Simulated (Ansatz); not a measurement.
Coupled-cluster diagnostics for SeO2F2, Ansatz.

Geometry of the singlet (r2SCAN-D4/def2-SVP):

```xyz
5

Se   -0.083   -0.101    0.146
O    -1.243   -1.098   -0.268
O     0.483    0.176    1.600
F    -0.423    1.430   -0.585
F     1.266   -0.407   -0.892
```

Correlated methods freeze 13 core orbitals; core or outer-core shells of Se are correlated, in sets that lack core-valence functions.

**Question.** Estimate the CCSD(T) correlation energy, the shares of MP2 and (T), T1 and the reference's ⟨S²⟩ for: charge 0, singlet, own geometry in def2-TZVPP; and the rough time on 4 threads of AMD EPYC 7B13 on a shared host.

**Answer.** 
| state | basis | correlation (eV) | MP2 share (%) | (T) share (%) | T1 | ⟨S²⟩ (pure) | wall time |
| --- | --- | --- | --- | --- | --- | --- | --- |
| charge 0, singlet, own geometry | def2-TZVPP | -35.623 | 97.7 | 4.1 | 0.017 | 0.00 (0.00) | 44 s |
Customary marks for T1 are 0.02 (closed shells), 0.045 (open shells) and about 0.05 (3d metals). T1 stays under 0.02 throughout.
